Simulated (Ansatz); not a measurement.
N2, charge -1, doublet, at a GFN2-xTB geometry (a state made from the parent by changing its charge; the spin is typed, not shown lowest) (a gas-phase anion, which may not be bound at this level); WB97X-V/def2-SVPD (Ansatz, a quantum-chemistry and plane-wave program).

Input for Ansatz:
Ansatz 0.2 input:
```yaml
crystal:
  periodic: [false, false, false]
  atoms:
    - {symbol: N, position_ang: [-0.00000000, -0.00000000, -0.60547328]}
    - {symbol: N, position_ang: [0.00000000, 0.00000000, 0.60547328]}
basis:
  gaussian:
    orbitals: def2-SVPD
hamiltonian:
  xc: {name: wB97X-V}
total_charge: -1
magnetization: {spin_polarized: true, initial_magnetization: 1}
```

Output, abridged:

```
Functional definition: wB97X-V
350 factors; their error is unknown
114 factors; integrals over basis functions are off by at most 9.9e-6 eV
mean field evaluation 1: about -2974.1735 eV, gradient 1.3e1 eV
mean field evaluation 2: about -2974.7872 eV, gradient 6.4e0 eV
mean field evaluation 4: about -2974.9585 eV, gradient 1.8e-1 eV
mean field evaluation 8: about -2974.9528 eV, gradient 1.9e-3 eV
mean field -2974.95277465 eV, -109.3274979730 hartree, gradient 4.0e-5 eV, S^2 0.752986; 0 other end points of the search recorded, 0 dependent functions left out
reference -2974.95277347 eV, -109.3274979298 hartree; 8, 7 occupied and 32, 33 virtual orbitals, 350 factors
Total energy: -2974.95277347 eV, -109.3274979298 hartree
```
